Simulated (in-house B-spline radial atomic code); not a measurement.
The numbers below are computed, except where a source is named.
Ba in an electron gas of r_s = 3.6: phase shifts, screening and friction

A nucleus sits in a uniform electron gas with a rigid positive background. The Kohn-Sham equations are solved self-consistently in the spin-unpolarised LDA (PW92), non-relativistic, on B-splines with outgoing waves at the boundary and partial waves to l = 8. The model has no lattice, no bands and no magnetic solution. Atomic units; δ_l are the phase shifts at the Fermi level, counted so that each bound state adds π, and good to about 0.0005. Heavy atoms are models without relativity.

The density parameter is r_s = 3.6 bohr.

```json
{"l": "0", "δ_l (rad)": "15.1474"}
{"l": "1", "δ_l (rad)": "12.3232"}
{"l": "2", "δ_l (rad)": "7.2075"}
{"l": "3", "δ_l (rad)": "-0.0212"}
{"l": "4", "δ_l (rad)": "-0.0047"}
{"l": "5", "δ_l (rad)": "-0.0001"}
{"l": "6", "δ_l (rad)": "-0.0004"}
{"l": "7", "δ_l (rad)": "-0.0001"}
{"l": "8", "δ_l (rad)": "-0.0002"}
```

Bound levels below the band bottom (hartree): s -7.929, p -6.17, d -3.105, s -0.8396, p -0.3891 and deeper ones.

Task: Check the Friedel sum rule, and say where the screening charge sits.

Result: k_F = (9π/4)^(1/3)/r_s = 0.53310. The rule is Z = (2/π) Σ (2l + 1) δ_l. The terms are s 9.643, p 23.536, d 22.942, f -0.094 and -0.034 beyond, in all 55.992 against Z = 56. Bound states hold 10 s, 24 p, 20 d electrons, so the scattering states carry 1.99 in all; where a term is smaller than its bound count, the bound level has drawn weight out of the band.

Task: Find the transport cross section and the electronic stopping of a 10 keV Ba ion (mass 137.33 u).

Result: σ_tr = (4π/k_F²) Σ (l + 1) sin²(δ_l − δ_(l+1)). The terms for l = 0 to 3 are 0.0974, 1.6919, 1.9722, 0.0011, all together 3.7627, so σ_tr = 44.217 × 3.7627 = 166.378 bohr². With n = 3/(4π r_s³) = 0.005117, the friction coefficient is Q = n k_F σ_tr = 0.4538. For v well below v_F = 0.533, dE/dx = Q v; with 24801 eV per u at v = 1, v = √(10000/(24801 × 137.33)) = 0.0542, so dE/dx = 0.02459 hartree/bohr = 12.6 eV/nm. The largest term couples the d and f waves.
